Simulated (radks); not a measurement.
Question: These are the eigenvalues of the occupied orbitals of an atom or ion with whole-number occupations (eV). Method: scalar-relativistic Kohn-Sham, PBEsol, spin-polarised, spherical densities, finite nucleus; Fermi nuclear charge, rms radius of each element as measured or else 0.836 A^(1/3) + 0.57 fm; computed with a radial shooting solver on a logarithmic mesh with Libxc functionals.

| orbital | eigenvalue |
|---|---|
| 1s up | -9033.551 |
| 1s down | -9028.750 |
| 2s up | -1728.029 |
| 2s down | -1720.469 |
| 2p up | -1606.297 |
| 2p down | -1597.202 |

Which element is it, and in what charge state? The configuration may be excited. Open shells, if any, are filled with parallel spins first.

Answer: Z = 28, nickel, charge +19: Ni19+ in [He] 2s2 2p5. The list shows which subshells hold electrons but not how many an open one holds; the 1s level, -331.98 hartree, gives Z - s = 25.8 by -(Z - s)^2/2, which with screening and relativity narrows Z to a few neighbours, and the depths of the outer levels then fix element, charge and occupations together.
